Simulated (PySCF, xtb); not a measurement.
B(H)(F)(NMe2) (C2H7BFN), SMILES B(N(C)C)F.

GFN2-xTB (xtb) at its own geometry gives an orbital gap of 5.89 eV and a dipole moment of 2.95 D.

Coordinates come from a B3LYP-D3(BJ)/def2-SVP optimisation. This is a generated structure with no PubChem entry under its InChIKey; it may be hypothetical. One conformer was computed; it need not be the lowest.

Question: What does r2SCAN/def2-TZVP (PySCF) give? (An estimate is asked for; the answer gives what the named calculation found.)

Answer: gap 6.48 eV (levels -6.24 and 0.24 eV), dipole 2.34 D.
